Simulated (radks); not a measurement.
Problem. Valence configurations of Yb I (all share [Xe]). Method: scalar-relativistic Kohn-Sham, PBE, spin-polarised, spherical densities, finite nucleus; open shells are filled with parallel spins first (spin-orbit coupling, left out, can overturn this in heavy ions); Fermi nuclear charge, rms radius 5.3108 fm; computed with a radial shooting solver on a logarithmic mesh with Libxc functionals. Order these by energy: 4f12 5d2 6s2; 4f13 6s2 6p1; 4f13.5 5d0.5 6s1 6p1; 4f14 6s2; 4f13.5 6s1.5 6p1; 4f13.5 5d0.5 6s2; 4f12 5d4; 4f14 6s1 6p1; 4f13.5 6s2 6p0.5; 4f14 5d1 6s1.

Solution. From the lowest, in eV above it: 4f14 6s2 0.000; 4f13.5 5d0.5 6s2 1.759; 4f13.5 6s2 6p0.5 1.881; 4f14 6s1 6p1 2.430; 4f14 5d1 6s1 2.773; 4f13.5 6s1.5 6p1 3.281; 4f13.5 5d0.5 6s1 6p1 4.218; 4f13 6s2 6p1 5.767; 4f12 5d2 6s2 14.248; 4f12 5d4 17.452. NIST lists [Xe] 4f14 6s2 as the ground configuration; this level of theory agrees among the configurations tried. The energies are those of spherical high-spin densities, not of single terms.
